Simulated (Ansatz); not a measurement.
A short molecular-dynamics run on C₂H₆O₂Sn (`CC(=O)[O][SnH3]`).

```yaml
crystal:
  periodic: [false, false, false]
  atoms:
    - {symbol: C, position_ang: [0.093960, -1.658091, 1.221387]}
    - {symbol: C, position_ang: [-0.192044, -0.536125, 0.273431]}
    - {symbol: O, position_ang: [-1.232771, -0.427543, -0.358024]}
    - {symbol: O, position_ang: [0.761690, 0.350524, 0.152442]}
    - {symbol: Sn, position_ang: [0.063694, 1.730849, -1.198794]}
    - {symbol: H, position_ang: [0.298594, -1.252134, 2.213685]}
    - {symbol: H, position_ang: [0.992515, -2.186519, 0.897680]}
    - {symbol: H, position_ang: [-0.749664, -2.342233, 1.261946]}
    - {symbol: H, position_ang: [-1.286155, 2.533802, -0.559400]}
    - {symbol: H, position_ang: [1.452362, 2.727738, -1.166500]}
    - {symbol: H, position_ang: [-0.136880, 1.002832, -2.717153]}
basis:
  gaussian: {orbitals: def2-SVP}
hamiltonian: {xc: {name: r2SCAN}}
md: {timestep: 0.5 fs, n_steps: 50, ensemble: nvt_nose_hoover, temperature: 700, initial_velocities: maxwell_boltzmann, seed: 638}
```

```sh
$ ansatz run in.yaml --threads 4 --pin off --events-out ev --progress --plain --max-ram 10444MiB
```

```json
{"step": "0", "time (fs)": "0.0", "potential energy (eV)": "-12091.7413", "kinetic (eV)": "0.8143", "T (K)": "700", "conserved (eV)": "-12090.9270"}
{"step": "1", "time (fs)": "0.5", "potential energy (eV)": "-12091.7327", "kinetic (eV)": "0.8059", "T (K)": "693", "conserved (eV)": "-12090.9267"}
{"step": "2", "time (fs)": "1.0", "potential energy (eV)": "-12091.6940", "kinetic (eV)": "0.7678", "T (K)": "660", "conserved (eV)": "-12090.9262"}
{"step": "3", "time (fs)": "1.5", "potential energy (eV)": "-12091.6329", "kinetic (eV)": "0.7073", "T (K)": "608", "conserved (eV)": "-12090.9256"}
{"step": "4", "time (fs)": "2.0", "potential energy (eV)": "-12091.5590", "kinetic (eV)": "0.6340", "T (K)": "545", "conserved (eV)": "-12090.9250"}
{"step": "5", "time (fs)": "2.5", "potential energy (eV)": "-12091.4822", "kinetic (eV)": "0.5577", "T (K)": "479", "conserved (eV)": "-12090.9244"}
{"step": "6", "time (fs)": "3.0", "potential energy (eV)": "-12091.4106", "kinetic (eV)": "0.4865", "T (K)": "418", "conserved (eV)": "-12090.9241"}
{"step": "7", "time (fs)": "3.5", "potential energy (eV)": "-12091.3501", "kinetic (eV)": "0.4264", "T (K)": "366", "conserved (eV)": "-12090.9239"}
{"step": "8", "time (fs)": "4.0", "potential energy (eV)": "-12091.3045", "kinetic (eV)": "0.3808", "T (K)": "327", "conserved (eV)": "-12090.9238"}
{"step": "9", "time (fs)": "4.5", "potential energy (eV)": "-12091.2747", "kinetic (eV)": "0.3510", "T (K)": "302", "conserved (eV)": "-12090.9238"}
{"step": "10", "time (fs)": "5.0", "potential energy (eV)": "-12091.2598", "kinetic (eV)": "0.3359", "T (K)": "289", "conserved (eV)": "-12090.9240"}
{"step": "11", "time (fs)": "5.5", "potential energy (eV)": "-12091.2568", "kinetic (eV)": "0.3327", "T (K)": "286", "conserved (eV)": "-12090.9243"}
{"step": "12", "time (fs)": "6.0", "potential energy (eV)": "-12091.2615", "kinetic (eV)": "0.3373", "T (K)": "290", "conserved (eV)": "-12090.9246"}
{"step": "13", "time (fs)": "6.5", "potential energy (eV)": "-12091.2701", "kinetic (eV)": "0.3457", "T (K)": "297", "conserved (eV)": "-12090.9248"}
{"step": "14", "time (fs)": "7.0", "potential energy (eV)": "-12091.2799", "kinetic (eV)": "0.3556", "T (K)": "306", "conserved (eV)": "-12090.9248"}
{"step": "15", "time (fs)": "7.5", "potential energy (eV)": "-12091.2912", "kinetic (eV)": "0.3672", "T (K)": "316", "conserved (eV)": "-12090.9246"}
{"step": "16", "time (fs)": "8.0", "potential energy (eV)": "-12091.3067", "kinetic (eV)": "0.3830", "T (K)": "329", "conserved (eV)": "-12090.9244"}
{"step": "17", "time (fs)": "8.5", "potential energy (eV)": "-12091.3295", "kinetic (eV)": "0.4060", "T (K)": "349", "conserved (eV)": "-12090.9243"}
{"step": "18", "time (fs)": "9.0", "potential energy (eV)": "-12091.3604", "kinetic (eV)": "0.4368", "T (K)": "375", "conserved (eV)": "-12090.9246"}
{"step": "19", "time (fs)": "9.5", "potential energy (eV)": "-12091.3953", "kinetic (eV)": "0.4713", "T (K)": "405", "conserved (eV)": "-12090.9251"}
{"step": "20", "time (fs)": "10.0", "potential energy (eV)": "-12091.4263", "kinetic (eV)": "0.5020", "T (K)": "431", "conserved (eV)": "-12090.9257"}
{"step": "21", "time (fs)": "10.5", "potential energy (eV)": "-12091.4448", "kinetic (eV)": "0.5203", "T (K)": "447", "conserved (eV)": "-12090.9260"}
{"step": "22", "time (fs)": "11.0", "potential energy (eV)": "-12091.4453", "kinetic (eV)": "0.5211", "T (K)": "448", "conserved (eV)": "-12090.9260"}
{"step": "23", "time (fs)": "11.5", "potential energy (eV)": "-12091.4277", "kinetic (eV)": "0.5040", "T (K)": "433", "conserved (eV)": "-12090.9257"}
{"step": "24", "time (fs)": "12.0", "potential energy (eV)": "-12091.3966", "kinetic (eV)": "0.4736", "T (K)": "407", "conserved (eV)": "-12090.9252"}
{"step": "25", "time (fs)": "12.5", "potential energy (eV)": "-12091.3598", "kinetic (eV)": "0.4377", "T (K)": "376", "conserved (eV)": "-12090.9247"}
{"step": "26", "time (fs)": "13.0", "potential energy (eV)": "-12091.3261", "kinetic (eV)": "0.4046", "T (K)": "348", "conserved (eV)": "-12090.9242"}
{"step": "27", "time (fs)": "13.5", "potential energy (eV)": "-12091.3029", "kinetic (eV)": "0.3819", "T (K)": "328", "conserved (eV)": "-12090.9239"}
{"step": "28", "time (fs)": "14.0", "potential energy (eV)": "-12091.2950", "kinetic (eV)": "0.3743", "T (K)": "322", "conserved (eV)": "-12090.9238"}
{"step": "29", "time (fs)": "14.5", "potential energy (eV)": "-12091.3042", "kinetic (eV)": "0.3837", "T (K)": "330", "conserved (eV)": "-12090.9239"}
{"step": "30", "time (fs)": "15.0", "potential energy (eV)": "-12091.3292", "kinetic (eV)": "0.4087", "T (K)": "351", "conserved (eV)": "-12090.9241"}
{"step": "31", "time (fs)": "15.5", "potential energy (eV)": "-12091.3657", "kinetic (eV)": "0.4450", "T (K)": "383", "conserved (eV)": "-12090.9245"}
{"step": "32", "time (fs)": "16.0", "potential energy (eV)": "-12091.4072", "kinetic (eV)": "0.4864", "T (K)": "418", "conserved (eV)": "-12090.9250"}
{"step": "33", "time (fs)": "16.5", "potential energy (eV)": "-12091.4465", "kinetic (eV)": "0.5256", "T (K)": "452", "conserved (eV)": "-12090.9254"}
{"step": "34", "time (fs)": "17.0", "potential energy (eV)": "-12091.4767", "kinetic (eV)": "0.5559", "T (K)": "478", "conserved (eV)": "-12090.9258"}
{"step": "35", "time (fs)": "17.5", "potential energy (eV)": "-12091.4929", "kinetic (eV)": "0.5724", "T (K)": "492", "conserved (eV)": "-12090.9258"}
{"step": "36", "time (fs)": "18.0", "potential energy (eV)": "-12091.4938", "kinetic (eV)": "0.5740", "T (K)": "493", "conserved (eV)": "-12090.9257"}
{"step": "37", "time (fs)": "18.5", "potential energy (eV)": "-12091.4824", "kinetic (eV)": "0.5634", "T (K)": "484", "conserved (eV)": "-12090.9253"}
{"step": "38", "time (fs)": "19.0", "potential energy (eV)": "-12091.4648", "kinetic (eV)": "0.5467", "T (K)": "470", "conserved (eV)": "-12090.9248"}
{"step": "39", "time (fs)": "19.5", "potential energy (eV)": "-12091.4476", "kinetic (eV)": "0.5301", "T (K)": "456", "conserved (eV)": "-12090.9246"}
{"step": "40", "time (fs)": "20.0", "potential energy (eV)": "-12091.4345", "kinetic (eV)": "0.5174", "T (K)": "445", "conserved (eV)": "-12090.9246"}
{"step": "41", "time (fs)": "20.5", "potential energy (eV)": "-12091.4250", "kinetic (eV)": "0.5081", "T (K)": "437", "conserved (eV)": "-12090.9249"}
{"step": "42", "time (fs)": "21.0", "potential energy (eV)": "-12091.4156", "kinetic (eV)": "0.4989", "T (K)": "429", "conserved (eV)": "-12090.9251"}
{"step": "43", "time (fs)": "21.5", "potential energy (eV)": "-12091.4027", "kinetic (eV)": "0.4864", "T (K)": "418", "conserved (eV)": "-12090.9251"}
{"step": "44", "time (fs)": "22.0", "potential energy (eV)": "-12091.3855", "kinetic (eV)": "0.4698", "T (K)": "404", "conserved (eV)": "-12090.9250"}
{"step": "45", "time (fs)": "22.5", "potential energy (eV)": "-12091.3658", "kinetic (eV)": "0.4507", "T (K)": "387", "conserved (eV)": "-12090.9248"}
{"step": "46", "time (fs)": "23.0", "potential energy (eV)": "-12091.3471", "kinetic (eV)": "0.4326", "T (K)": "372", "conserved (eV)": "-12090.9246"}
{"step": "47", "time (fs)": "23.5", "potential energy (eV)": "-12091.3325", "kinetic (eV)": "0.4186", "T (K)": "360", "conserved (eV)": "-12090.9244"}
{"step": "48", "time (fs)": "24.0", "potential energy (eV)": "-12091.3243", "kinetic (eV)": "0.4109", "T (K)": "353", "conserved (eV)": "-12090.9243"}
{"step": "49", "time (fs)": "24.5", "potential energy (eV)": "-12091.3237", "kinetic (eV)": "0.4108", "T (K)": "353", "conserved (eV)": "-12090.9243"}
{"step": "50", "time (fs)": "25.0", "potential energy (eV)": "-12091.3310", "kinetic (eV)": "0.4185", "T (K)": "360", "conserved (eV)": "-12090.9243"}
```

Velocities are drawn at the set temperature; a run this short doesn't reach equilibrium.

Frames (Å, forces in eV/Å):

```xyz
11
time=0.0 fs
C     0.094   -1.658    1.221   -0.028    0.085   -0.075
C    -0.192   -0.536    0.273    0.095   -0.230    0.214
O    -1.233   -0.428   -0.358   -0.513    0.028   -0.293
O     0.762    0.351    0.152    0.516   -0.082    0.333
Sn    0.064    1.731   -1.199   -0.128    0.370   -0.331
H     0.299   -1.252    2.214    0.079    0.102    0.273
H     0.993   -2.187    0.898    0.259   -0.140   -0.068
H    -0.750   -2.342    1.262   -0.246   -0.199    0.011
H    -1.286    2.534   -0.559   -0.092    0.053    0.039
H     1.452    2.728   -1.167    0.076    0.059   -0.001
H    -0.137    1.003   -2.717   -0.017   -0.046   -0.102
11
time=1.5 fs
C     0.093   -1.672    1.220    0.465    1.584    0.996
C    -0.196   -0.513    0.265    1.247   -1.696    1.289
O    -1.225   -0.426   -0.361   -1.380    0.413   -0.849
O     0.774    0.344    0.154    0.455    0.375    0.121
Sn    0.061    1.730   -1.198   -0.371    0.412   -0.701
H     0.260   -1.222    2.257   -0.072   -0.527   -1.089
H     1.023   -2.199    0.940   -0.239    0.034   -0.013
H    -0.777   -2.304    1.264   -0.411   -0.653   -0.050
H    -1.302    2.576   -0.514    0.382   -0.279   -0.263
H     1.476    2.708   -1.173   -0.042    0.037   -0.007
H    -0.102    0.968   -2.769   -0.034    0.299    0.566
11
time=3.0 fs
C     0.094   -1.683    1.219    0.222    2.178    1.409
C    -0.197   -0.494    0.259    2.038   -2.810    2.004
O    -1.220   -0.423   -0.364   -1.910    0.716   -1.203
O     0.786    0.338    0.155    0.361    0.734   -0.052
Sn    0.059    1.730   -1.198   -0.410    0.462   -0.913
H     0.220   -1.202    2.278   -0.021   -0.817   -1.602
H     1.048   -2.211    0.983   -0.662    0.174   -0.012
H    -0.812   -2.279    1.266   -0.047   -0.667   -0.127
H    -1.310    2.612   -0.474    0.673   -0.507   -0.477
H     1.498    2.689   -1.179   -0.159    0.016   -0.008
H    -0.067    0.940   -2.809   -0.086    0.522    0.982
11
time=4.5 fs
C     0.094   -1.691    1.222   -0.630    2.133    1.187
C    -0.195   -0.479    0.256    2.220   -3.519    2.191
O    -1.217   -0.420   -0.370   -1.849    0.918   -1.194
O     0.800    0.333    0.156    0.228    0.949   -0.162
Sn    0.057    1.729   -1.197   -0.298    0.483   -0.988
H     0.180   -1.200    2.266    0.126   -0.728   -1.283
H     1.059   -2.219    1.024   -0.780    0.187   -0.101
H    -0.848   -2.267    1.265    0.609   -0.435   -0.212
H    -1.303    2.637   -0.444    0.777   -0.618   -0.589
H     1.517    2.670   -1.186   -0.246    0.008   -0.004
H    -0.035    0.923   -2.828   -0.155    0.624    1.155
11
time=6.0 fs
C     0.093   -1.694    1.226   -1.545    1.749    0.241
C    -0.189   -0.471    0.258    1.807   -3.824    1.852
O    -1.217   -0.415   -0.376   -1.190    1.017   -0.806
O     0.813    0.329    0.157    0.045    0.998   -0.201
Sn    0.054    1.729   -1.197   -0.087    0.452   -0.947
H     0.143   -1.212    2.227    0.278   -0.230   -0.142
H     1.054   -2.223    1.064   -0.557    0.067   -0.246
H    -0.871   -2.266    1.259    1.053   -0.249   -0.271
H    -1.281    2.649   -0.426    0.713   -0.616   -0.601
H     1.531    2.651   -1.192   -0.287    0.021    0.008
H    -0.006    0.918   -2.823   -0.230    0.615    1.113
11
time=7.5 fs
C     0.090   -1.695    1.231   -2.048    1.239   -1.181
C    -0.180   -0.469    0.262    1.051   -3.721    1.148
O    -1.218   -0.409   -0.384   -0.171    1.009   -0.168
O     0.827    0.326    0.158   -0.199    0.879   -0.175
Sn    0.052    1.729   -1.197    0.213    0.362   -0.788
H     0.112   -1.229    2.187    0.348    0.517    1.465
H     1.038   -2.226    1.098   -0.125   -0.107   -0.387
H    -0.872   -2.270    1.247    1.022   -0.234   -0.288
H    -1.243    2.648   -0.421    0.483   -0.495   -0.506
H     1.538    2.633   -1.199   -0.272    0.058    0.025
H     0.019    0.927   -2.794   -0.303    0.494    0.855
11
time=9.0 fs
C     0.083   -1.693    1.233   -1.833    1.166   -1.710
C    -0.169   -0.474    0.269    0.258   -3.218    0.287
O    -1.219   -0.402   -0.393    0.898    0.891    0.533
O     0.840    0.325    0.158   -0.502    0.605   -0.099
Sn    0.049    1.728   -1.198    0.607    0.226   -0.490
H     0.088   -1.236    2.176    0.306    0.800    2.095
H     1.019   -2.231    1.124    0.247   -0.186   -0.458
H    -0.852   -2.279    1.230    0.504   -0.399   -0.265
H    -1.195    2.636   -0.427    0.084   -0.243   -0.291
H     1.540    2.617   -1.205   -0.205    0.114    0.045
H     0.036    0.947   -2.747   -0.364    0.244    0.353
11
time=10.5 fs
C     0.073   -1.689    1.233   -0.996    1.650   -0.560
C    -0.157   -0.485    0.276   -0.385   -2.353   -0.570
O    -1.219   -0.393   -0.400    1.794    0.675    1.151
O     0.853    0.324    0.159   -0.839    0.214    0.008
Sn    0.047    1.728   -1.198    1.075    0.073   -0.049
H     0.070   -1.227    2.207    0.214    0.235    0.951
H     1.004   -2.240    1.141    0.323   -0.044   -0.434
H    -0.821   -2.297    1.206   -0.232   -0.626   -0.210
H    -1.145    2.620   -0.439   -0.446    0.123    0.029
H     1.537    2.602   -1.210   -0.101    0.182    0.063
H     0.046    0.971   -2.693   -0.407   -0.128   -0.380
11
time=12.0 fs
C     0.061   -1.682    1.232   -0.169    1.684    0.937
C    -0.146   -0.501    0.283   -0.827   -1.213   -1.327
O    -1.217   -0.384   -0.406    2.415    0.395    1.601
O     0.864    0.324    0.159   -1.161   -0.232    0.124
Sn    0.045    1.728   -1.198    1.507   -0.067    0.444
H     0.057   -1.213    2.259    0.111   -0.468   -0.587
H     0.996   -2.249    1.148    0.125    0.278   -0.347
H    -0.795   -2.328    1.178   -0.618   -0.593   -0.124
H    -1.105    2.606   -0.451   -0.962    0.500    0.364
H     1.533    2.592   -1.213    0.008    0.243    0.075
H     0.048    0.993   -2.647   -0.428   -0.526   -1.160
11
time=13.5 fs
C     0.048   -1.672    1.233    0.094    0.743    1.741
C    -0.137   -0.518    0.287   -1.081    0.060   -1.923
O    -1.211   -0.374   -0.410    2.731    0.096    1.844
O     0.874    0.323    0.159   -1.418   -0.658    0.220
Sn    0.043    1.728   -1.198    1.706   -0.184    0.770
H     0.046   -1.208    2.299    0.010   -0.796   -1.441
H     0.991   -2.253    1.148   -0.107    0.588   -0.243
H    -0.781   -2.371    1.148   -0.366   -0.079    0.012
H    -1.085    2.603   -0.455   -1.217    0.693    0.538
H     1.528    2.587   -1.216    0.083    0.278    0.075
H     0.040    1.004   -2.625   -0.435   -0.740   -1.593
11
time=15.0 fs
C     0.036   -1.661    1.236   -0.029   -0.661    1.702
C    -0.129   -0.535    0.287   -1.160    1.271   -2.277
O    -1.202   -0.364   -0.411    2.742   -0.175    1.864
O     0.882    0.322    0.160   -1.569   -0.999    0.271
Sn    0.042    1.728   -1.198    1.547   -0.285    0.742
H     0.036   -1.220    2.309   -0.078   -0.720   -1.461
H     0.983   -2.244    1.142   -0.175    0.718   -0.149
H    -0.774   -2.415    1.118    0.114    0.622    0.184
H    -1.091    2.614   -0.448   -1.054    0.568    0.434
H     1.525    2.587   -1.216    0.093    0.273    0.063
H     0.022    0.999   -2.637   -0.430   -0.611   -1.373
11
time=16.5 fs
C     0.024   -1.651    1.243   -0.162   -1.862    0.763
C    -0.124   -0.550    0.283   -1.051    2.214   -2.264
O    -1.189   -0.354   -0.410    2.437   -0.378    1.649
O     0.888    0.319    0.161   -1.596   -1.212    0.266
Sn    0.040    1.727   -1.198    1.120   -0.357    0.436
H     0.023   -1.247    2.289   -0.151   -0.281   -0.607
H     0.973   -2.220    1.133   -0.015    0.614   -0.074
H    -0.765   -2.447    1.091    0.355    1.057    0.326
H    -1.118    2.637   -0.431   -0.585    0.206    0.125
H     1.524    2.594   -1.215    0.040    0.228    0.040
H    -0.004    0.982   -2.678   -0.391   -0.228   -0.660
11
time=18.0 fs
C     0.011   -1.644    1.250   -0.098   -2.491   -0.936
C    -0.120   -0.561    0.276   -0.722    2.740   -1.777
O    -1.173   -0.344   -0.406    1.784   -0.486    1.186
O     0.892    0.314    0.163   -1.488   -1.275    0.204
Sn    0.039    1.727   -1.198    0.639   -0.379    0.082
H     0.008   -1.279    2.257   -0.210    0.403    0.952
H     0.962   -2.183    1.123    0.303    0.334   -0.012
H    -0.750   -2.457    1.072    0.212    1.003    0.372
H    -1.159    2.664   -0.412   -0.059   -0.192   -0.209
H     1.524    2.605   -1.213   -0.050    0.157    0.013
H    -0.039    0.959   -2.732   -0.310    0.185    0.126
11
time=19.5 fs
C    -0.002   -1.642    1.256    0.344   -2.162   -2.094
C    -0.118   -0.568    0.265   -0.154    2.804   -0.822
O    -1.154   -0.335   -0.401    0.756   -0.469    0.470
O     0.893    0.308    0.165   -1.242   -1.181    0.097
Sn    0.039    1.727   -1.198    0.249   -0.354   -0.182
H    -0.012   -1.303    2.245   -0.247    0.845    1.936
H     0.957   -2.139    1.112    0.571    0.022    0.069
H    -0.730   -2.445    1.060   -0.290    0.424    0.271
H    -1.201    2.687   -0.398    0.356   -0.495   -0.452
H     1.523    2.620   -1.211   -0.142    0.078   -0.012
H    -0.081    0.941   -2.784   -0.201    0.489    0.719
11
time=21.0 fs
C    -0.014   -1.643    1.259    1.166   -0.872   -1.377
C    -0.116   -0.569    0.252    0.604    2.444    0.442
O    -1.135   -0.327   -0.396   -0.601   -0.319   -0.451
O     0.893    0.300    0.167   -0.852   -0.935   -0.028
Sn    0.038    1.726   -1.198   -0.015   -0.304   -0.339
H    -0.037   -1.311    2.271   -0.227    0.621    1.036
H     0.965   -2.094    1.103    0.536   -0.190    0.203
H    -0.717   -2.426    1.054   -0.928   -0.442    0.059
H    -1.235    2.700   -0.393    0.610   -0.664   -0.575
H     1.519    2.636   -1.209   -0.207    0.006   -0.031
H    -0.127    0.932   -2.822   -0.086    0.654    1.061
11
time=22.5 fs
C    -0.024   -1.646    1.259    1.795    0.222   -0.001
C    -0.112   -0.566    0.241    1.361    1.766    1.750
O    -1.116   -0.319   -0.391   -2.079   -0.077   -1.428
O     0.892    0.291    0.169   -0.316   -0.552   -0.142
Sn    0.037    1.726   -1.198   -0.169   -0.256   -0.411
H    -0.067   -1.305    2.319   -0.135    0.129   -0.623
H     0.983   -2.053    1.098    0.156   -0.295    0.374
H    -0.723   -2.415    1.049   -1.110   -0.881   -0.071
H    -1.257    2.699   -0.400    0.706   -0.706   -0.584
H     1.510    2.653   -1.208   -0.228   -0.049   -0.041
H    -0.175    0.938   -2.837    0.019    0.700    1.179
11
time=24.0 fs
C    -0.031   -1.649    1.259    1.649    0.287    0.606
C    -0.107   -0.559    0.233    1.761    0.924    2.776
O    -1.100   -0.312   -0.388   -3.286    0.155   -2.207
O     0.891    0.282    0.170    0.358   -0.059   -0.218
Sn    0.036    1.725   -1.198   -0.225   -0.229   -0.411
H    -0.100   -1.296    2.354   -0.018   -0.180   -1.631
H     1.005   -2.019    1.102   -0.315   -0.384    0.511
H    -0.752   -2.421    1.043   -0.476   -0.444    0.016
H    -1.264    2.683   -0.419    0.647   -0.626   -0.489
H     1.496    2.668   -1.208   -0.198   -0.083   -0.042
H    -0.222    0.959   -2.826    0.103    0.638    1.089
11
time=25.0 fs
C    -0.034   -1.651    1.260    1.239   -0.005    0.542
C    -0.101   -0.554    0.230    1.638    0.358    3.152
O    -1.092   -0.306   -0.387   -3.723    0.248   -2.482
O     0.890    0.275    0.171    0.871    0.314   -0.240
Sn    0.035    1.725   -1.198   -0.200   -0.232   -0.362
H    -0.122   -1.292    2.359    0.046   -0.237   -1.792
H     1.016   -2.000    1.110   -0.533   -0.462    0.555
H    -0.778   -2.431    1.040    0.155    0.075    0.126
H    -1.261    2.664   -0.438    0.517   -0.503   -0.366
H     1.485    2.678   -1.208   -0.150   -0.093   -0.037
H    -0.253    0.980   -2.806    0.141    0.538    0.905
```

Run time 93 s (4 threads of an Arm Neoverse V2 on a shared host); peak host memory 0.19 GiB.
